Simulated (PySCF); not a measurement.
# Working out the ionisation energy of Bi²⁺

Bi²⁺ [Xe] 4f14 5d10 6s2 6p1 (2P) → Bi³⁺ [Xe] 4f14 5d10 6s2 (1S). Calculation: PySCF 2.14, in aug-cc-pVTZ-DK3 (9s8p6d3f, 84 functions); scalar relativity by spin-free X2C-1e. Frozen: [Xe] 4f14 5d10. Energies in hartree (1 hartree = 27.21139 eV):

```
            part   Bi²⁺ (lower)   Bi³⁺ (upper)
             UHF  -21526.239155  -21525.391182
CCSD correlation      -0.036620      -0.027515
             (T)      -0.000365       0.000000
```

Task: What does Hartree-Fock give?

Result: (-21525.391182) − (-21526.239155) = 0.847973 hartree = 23.075 eV.

Task: What do CCSD and CCSD(T) give?

Result: The CCSD correlation energies differ by 0.009105 hartree = 0.248 eV and the triples by 0.000365 hartree = 0.010 eV, so CCSD gives 23.323 eV and CCSD(T) 23.333 eV.

A first-order spin-orbit estimate adds 1.463 eV to CCSD(T) (valence), giving 24.796 eV against 25.571 eV (measured; NIST Atomic Spectra Database, ionization energies).

What remains against the reference includes basis incompleteness, the frozen core and higher excitations.
